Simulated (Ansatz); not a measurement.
Ansatz (an electronic-structure program) input:

Ansatz 0.2 input:
```yaml
crystal:
  periodic: [false, false, false]
  atoms:
    - {symbol: C, position_ang: [2.24262763, -0.00566667, 0.73043253]}
    - {symbol: C, position_ang: [1.09815362, -0.01679989, 0.05629366]}
    - {symbol: C, position_ang: [0.40367906, -1.29785959, -0.34622760]}
    - {symbol: C, position_ang: [-1.05031003, -1.27317105, -0.00696194]}
    - {symbol: C, position_ang: [-1.82999724, -0.02875553, -0.24675906]}
    - {symbol: C, position_ang: [-1.07008264, 1.22262835, 0.21737168]}
    - {symbol: C, position_ang: [0.36222219, 1.23479356, -0.33441142]}
    - {symbol: H, position_ang: [2.72315958, 0.92347931, 1.01274829]}
    - {symbol: H, position_ang: [2.73995314, -0.92335144, 1.02060320]}
    - {symbol: H, position_ang: [0.90007446, -2.16115611, 0.09976550]}
    - {symbol: H, position_ang: [0.51957306, -1.41040172, -1.44130895]}
    - {symbol: H, position_ang: [-1.56370876, -2.20647070, 0.18403412]}
    - {symbol: H, position_ang: [-2.03422368, 0.08031547, -1.32706362]}
    - {symbol: H, position_ang: [-2.80761766, -0.08498999, 0.23696869]}
    - {symbol: H, position_ang: [-1.02898070, 1.23544722, 1.30984975]}
    - {symbol: H, position_ang: [-1.60173557, 2.12306750, -0.09890164]}
    - {symbol: H, position_ang: [0.31361398, 1.29644264, -1.42940643]}
    - {symbol: H, position_ang: [0.90213684, 2.11660286, 0.01428380]}
basis:
  gaussian:
    orbitals: def2-TZVP
hamiltonian:
  xc: b3lyp
  dispersion: d3bj
magnetization: {spin_polarized: true, initial_magnetization: 1}
phonons: {temperatures: {t_min: 298.15, t_max: 298.15, t_step: 100}}
```

**Question.** Which total energy does the run end on?

**Answer.** -273.42770 Eh (B3LYP-D3(BJ)/def2-TZVP). The basis has 283 functions.

It need not be the lowest isomer of its formula.
